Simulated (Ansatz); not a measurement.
Reaction (isomerisation): `CBB(C)F` → `BC(B)(C)F`

Calculated with Ansatz (gas phase, PBE0-D4/def2-TZVP geometries, no zero-point term in ΔE). CCSD(T)/CBS is the MP2 limit (def2-TZVPP, def2-QZVPP) plus CCSD(T) − MP2 in def2-TZVPP, frozen cores. DFT in def2-TZVPP. Each species was taken in one conformer, which may not be the lowest.

```tsv
level	ΔE (eV)
r2SCAN-D4	2.68
ωB97M-V	2.65
```

(1) What does CCSD(T)/CBS give? (Estimate.)

Largest T1 diagnostic among the species: 0.012.

Answers

(1) Ansatz gave: +2.74 eV. The listed levels differ from it by -0.06, -0.09 eV.

The D4 term adds −0.06 eV with B3LYP and −0.03 eV with PBE0; it sums over pairs of atoms, weighted by their polarisabilities, and B3LYP, whose exchange is more repulsive, gets the larger term. From PBE to PBE0 (25 % exact exchange), in def2-TZVPP and without D4, ΔE moves by +0.06 eV.

B3LYP here is the variant with VWN-RPA as its local correlation; programs differ in this.
